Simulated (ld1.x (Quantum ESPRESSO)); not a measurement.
**La (Z = 57), TM: configuration errors across variants**

lanthanum, norm-conserving Troullier–Martins (Kleinman–Bylander form), made with ld1.x (Quantum ESPRESSO) 7.5 (LDA (PZ), scalar-relativistic). Core [Xe], reference 4f0 5d1 6s0 6p0 (charge +2). Waves: 6p (bound, empty): rc 3.65 bohr; 5d (bound): rc 3.80 bohr; 4f (bound, empty): rc 1.25 bohr; 6s (bound, empty): rc 3.10 bohr. Local part: the s channel. Core correction: a·sin(br)/r model core inside 1.15 bohr.

All-electron excitation energies from the reference (eV): (1) 4f0 5d1 6s2 6p0 -17.315; (2) 4f0 5d1 6s1 6p0 -11.152; (3) 4f0 5d1 6s1.5 6p0 -14.833; (4) 4f0 5d1 6s0 6p1 -8.091; (5) 4f0 5d2 6s1 6p0 -16.487; (6) 4f0 5d1 6s0 6p0 spin -0.135; (7) 4f0 5d1 6s2 6p0 spin -17.413.

Spin tests fill each open shell by Hund’s rule, majority spin first.

Tests that are not counted but printed errors over 1 eV. “base”: 4f1 5d1 6s0 6p0 (solver errors, printed error -27.2 eV). “all radii but the core radius scaled by about 0.78 (s 2.42, p 2.86, d 2.98, f 0.98 bohr)”: 4f1 5d1 6s0 6p0 (solver errors, printed error -1.7 eV). “all radii but the core radius scaled by about 0.83 (s 2.56, p 3.02, d 3.14, f 1.04 bohr)”: 4f1 5d1 6s0 6p0 (solver errors, printed error -1.7 eV). “all radii but the core radius scaled by about 0.94 (s 2.92, p 3.44, d 3.58, f 1.18 bohr)”: 4f1 5d1 6s0 6p0 (solver errors, printed error -27.2 eV). “all radii but the core radius scaled by about 1.10 (s 3.42, p 4.02, d 4.18, f 1.38 bohr)”: 4f1 5d1 6s0 6p0 (solver errors, printed error -27.1 eV).

A true bound ghost makes a file unfit for plane-wave use even where its test errors are small: the radial tests pick states by their node count and pass the ghost by. Where a test does run into it, the solver fails or the error is huge.

Errors AE − PS in meV (a dash: test not solved or not reliable):

```csv
change,(1),(2),(3),(4),(5),(6),(7),bound ghosts
base,-16,-12,-16,+3.1,-114,+1.3,-15,none
"all radii but the core radius scaled by about 0.78 (s 2.42, p 2.86, d 2.98, f 0.98 bohr)",+132,+37,+83,-18,-5.7,-0.6,+132,"p, s (extra level of the local part)"
"all radii but the core radius scaled by about 0.83 (s 2.56, p 3.02, d 3.14, f 1.04 bohr)",+70,+12,+38,-8.6,-47,-0.6,+70,"p, s (extra level of the local part)"
"all radii but the core radius scaled by about 0.94 (s 2.92, p 3.44, d 3.58, f 1.18 bohr)",-7.4,-10,-11,+2.3,-108,+0.5,-7.1,none
"all radii but the core radius scaled by about 1.10 (s 3.42, p 4.02, d 4.18, f 1.38 bohr)",-25,-14,-21,+3.3,-116,+3.6,-22,none
"all radii but the core radius scaled by about 1.21 (s 3.76, p 4.42, d 4.60, f 1.52 bohr)",-31,-16,-25,+3.2,-105,+7.1,-26,none
"all radii but the core radius scaled by about 1.28 (s 3.96, p 4.66, d 4.84, f 1.60 bohr)",-35,-18,-29,+2.5,-95,+9.2,-29,none
```

(1) Give the same row for: all radii but the core radius scaled by about 1.35 (s 4.20, p 4.94, d 5.14, f 1.70 bohr).

Answers

(1) -42, -22, -34, +0.2, -82, +12, -34; bound ghosts: none. Not counted: 4f1 5d1 6s0 6p0 (solver errors, printed error -27.3 eV).
